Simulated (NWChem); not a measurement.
CH₆AlNO; SMILES C[O][AlH][NH2]

```xyz
10

Al    -0.7857     0.6381     0.0004
H     -2.2485     1.2469    -0.0122
O     -0.6432    -1.0699    -0.0261
C      0.3562    -2.0451    -0.0268
H      1.3920    -1.6267    -0.0042
H      0.2563    -2.7177     0.8566
H      0.2836    -2.6886    -0.9343
N      0.6509     1.6934     0.0406
H      0.6025     2.7146     0.0576
H      1.6284     1.3947     0.0496
```
Atoms are numbered in this order, from 1.

Level: PBE-D3(BJ)/def2-SVP (NWChem), optimised geometry, unscaled harmonic frequencies. 

List the harmonic frequencies with IR intensities, and the thermochemistry.


```csv
frequency (cm⁻¹),IR intensity (km/mol)
40,0.2
91,1.6
117,3.3
249,12.5
330,20.5
360,207.4
488,32.5
561,44.4
640,13.0
718,129.2
834,144.0
1141,34.3
1148,0.0
1216,296.4
1418,0.6
1426,0.8
1436,23.5
1474,48.6
1937,130.5
2894,114.2
2964,68.0
2980,45.7
3503,21.0
3593,20.2
```

| Property | Value |
|---|---|
| zero-point energy | 45.1 kcal/mol |
| thermal correction to the enthalpy at 298.15 K (with zero-point energy) | 50.2 kcal/mol |
| heat capacity Cv | 22.6 cal/(mol K) |
| entropy at 298.15 K and 1 atm (symmetry number 1) | 82.7 cal/(mol K) |
| dipole moment | 2.19 D |

Rigid rotor and harmonic oscillator; modes under 100 cm⁻¹ make the entropy uncertain.
